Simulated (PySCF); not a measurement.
Numbering as in the mapped SMILES `[CH:1]#[C:2][Si:3]([OH:4])([OH:5])[O:6][SiH2:7][CH2:8][Cl:9]`; H(Xn) means a hydrogen on atom n.

Method: shieldings: GIAO PBE0/pcSseg-1, geometry from GFN2-xTB, in PySCF (fast rotation and ring inversion assumed for equivalent nuclei, no relativistic terms, no solvent, single conformer).

References, each an isolated molecule treated in the same way: TMS for $^{13}$C and $^{1}$H and $^{29}$Si; $^{17}$O against H2O; HCl for $^{35}$Cl.

```json
{"atoms": "H(O4)/H(O5)", "nucleus": "$^{1}$H", "count": "2", "Hirshfeld charge": "0.19", "δ (ppm)": "2.32"}
{"atoms": "Si7", "nucleus": "$^{29}$Si", "count": "1", "Hirshfeld charge": "0.40", "δ (ppm)": "-33.7"}
{"atoms": "C8", "nucleus": "$^{13}$C", "count": "1", "Hirshfeld charge": "-0.13", "δ (ppm)": "?"}
{"atoms": "Si3", "nucleus": "$^{29}$Si", "count": "1", "Hirshfeld charge": "0.54", "δ (ppm)": "-80.9"}
{"atoms": "Cl9", "nucleus": "$^{35}$Cl", "count": "1", "Hirshfeld charge": "-0.08", "δ (ppm)": "-37"}
{"atoms": "O6", "nucleus": "$^{17}$O", "count": "1", "Hirshfeld charge": "-0.30", "δ (ppm)": "74.3"}
{"atoms": "O4/O5", "nucleus": "$^{17}$O", "count": "2", "Hirshfeld charge": "-0.30", "δ (ppm)": "57.5"}
{"atoms": "H(C1)", "nucleus": "$^{1}$H", "count": "1", "Hirshfeld charge": "0.10", "δ (ppm)": "?"}
{"atoms": "H(Si7)", "nucleus": "$^{1}$H", "count": "2", "Hirshfeld charge": "-0.08", "δ (ppm)": "?"}
{"atoms": "C1", "nucleus": "$^{13}$C", "count": "1", "Hirshfeld charge": "-0.08", "δ (ppm)": "96.6"}
{"atoms": "C2", "nucleus": "$^{13}$C", "count": "1", "Hirshfeld charge": "-0.17", "δ (ppm)": "87.1"}
{"atoms": "H(C8)", "nucleus": "$^{1}$H", "count": "2", "Hirshfeld charge": "0.05", "δ (ppm)": "?"}
```

**Question.** Estimate the values marked ?.

**Answer.** 
- C8: 29.9 ppm, sp3 CH2 bonded to Cl and Si; pulled downfield by the heteroatom
- H(Si7): 4.92 ppm, hydrogen on a silicon bonded to C, O
- H(C8): 3.12 ppm, hydrogen on an sp3 CH2 bonded to Cl and Si; its carbon carries Cl, which withdraws density
- H(C1): 1.63 ppm, hydrogen on a terminal alkyne carbon; it lies on the axis of the triple bond, in its shielding cone

OH/NH shifts are gas-phase values; hydrogen bonding in solution moves them, usually downfield. Carbons that carry Cl, above all several Cl atoms, come out too deshielded, partly because spin–orbit coupling is missing. Shifts are as computed. Against solution values, carbons near 30 ppm lie about +3 ppm off and those near 130 ppm about +5 ppm; carbons on Cl a further +6 ppm. Of 1309 compounds with measured shifts, 239 miss one by over three times the rms of a fit or turn the order of signals round; such compounds aren't used in these exercises. Experimental scales use liquid or dissolved standards, which lie at an offset from isolated H2O (liquid H2O: subtract about 36 ppm).
